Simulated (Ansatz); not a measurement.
Computed with Ansatz on PBE0-D4/def2-TZVP structures; ΔE is electronic, products minus reactants. CBS: MP2 limit from def2 TZ/QZ plus the TZ coupled-cluster correction, frozen cores. This one scheme is used for every species. Functionals use def2-TZVPP. B3LYP here is the variant with VWN-RPA as its local correlation; programs differ in this. Each species was taken in one conformer, which may not be the lowest.

`F[SiH](F)N[SiH](Cl)Cl` + H₂ → `F[SiH2]F` + `N[SiH](Cl)Cl`  (hydrogenolysis of the Si–N bond)

**Question.** Is it downhill or uphill in electronic energy at CCSD(T)/CBS, and by how much? (Estimate.)

**Answer.** The calculation gave: Uphill: ΔE = +0.65 eV.

**Question.** What do these levels give: B3LYP-D4, ωB97X-V, PBE, HF/def2-TZVPP, HF/def2-QZVPP, HF/CBS(def2)? (An estimate is asked.)

**Answer.** Ansatz gave: B3LYP-D4 0.65, ωB97X-V 0.61, PBE 0.50, HF/def2-TZVPP 0.44, HF/def2-QZVPP 0.44, HF/CBS(def2) 0.44 eV.

Largest T1 diagnostic among the species: 0.012.

The D4 term adds +0.18 eV with B3LYP and +0.10 eV with PBE0; it sums over pairs of atoms, weighted by their polarisabilities, and B3LYP, whose exchange is more repulsive, gets the larger term. In def2-TZVPP, CCSD(T) changes the Hartree–Fock value by +0.20 eV (the triples alone add +0.04 eV) and MP2 by +0.25 eV.
